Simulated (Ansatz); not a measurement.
```yaml
crystal:
  periodic: [false, false, false]
  atoms:
    - {symbol: Si, position_ang: [0.000021, -0.000009, 0.000008]}
    - {symbol: F, position_ang: [0.010576, -0.017921, 1.602601]}
    - {symbol: F, position_ang: [1.507535, 0.010469, -0.544076]}
    - {symbol: F, position_ang: [-0.762824, 1.312228, -0.514633]}
    - {symbol: F, position_ang: [-0.755298, -1.304767, -0.543909]}
basis:
  gaussian: {orbitals: STO-3G}
total_charge: 1
magnetization: {spin_polarized: true, initial_magnetization: 1}
hamiltonian: {xc: {name: PBE0}}
scf: {omitted_lower_state_checks: [starts]}
output: {forces: true}
```

```sh
$ ansatz run in.yaml --threads 4 --pin off --events-out ev --progress --plain --max-ram 3916MiB
```

Shortened log:

```
Functional definition: PBE0
381 factors; integrals over basis functions are off by at most 2.2e-5 eV
mean field evaluation 1: about -18473.0295 eV, gradient 2.1e1 eV
mean field evaluation 2: about -18474.2924 eV, gradient 1.9e1 eV
mean field evaluation 4: about -18476.3527 eV, gradient 4.9e0 eV
mean field evaluation 8: about -18476.5445 eV, gradient 2.6e-1 eV
mean field evaluation 16: about -18476.5460 eV, gradient 2.7e-2 eV
mean field -18476.54612806 eV, -679.0005463533 hartree, gradient 5.1e-6 eV, S^2 0.753441; 0 other end points of the search recorded, 0 dependent functions left out
reference -18476.54613605 eV, -679.0005466472 hartree; 25, 24 occupied and 4, 5 virtual orbitals, 381 factors
Total energy: -18476.54613605 eV, -679.0005466472 hartree
Atom 0 at     0.000021    -0.000009     0.000008 Å, force     0.000163    -0.000174     0.000044 eV/Å
Atom 1 at     0.010576    -0.017921     1.602601 Å, force    -0.081715    -0.016484     1.454069 eV/Å
Atom 2 at     1.507535     0.010469    -0.544076 Å, force     1.336186     0.010342    -0.579301 eV/Å
Atom 3 at    -0.762824     1.312228    -0.514633 Å, force    -0.630939     1.242812    -0.423538 eV/Å
Atom 4 at    -0.755298    -1.304767    -0.543909 Å, force    -0.623694    -1.236495    -0.451273 eV/Å
Dipole moment:     0.000000     0.000007     0.000002 e Å
Checks for a lower state left out: starts
```

Hardware: 4 threads of Arm Neoverse V1 on a shared host. Wall time 0.7 s.

The dipole of an ion depends on the origin.
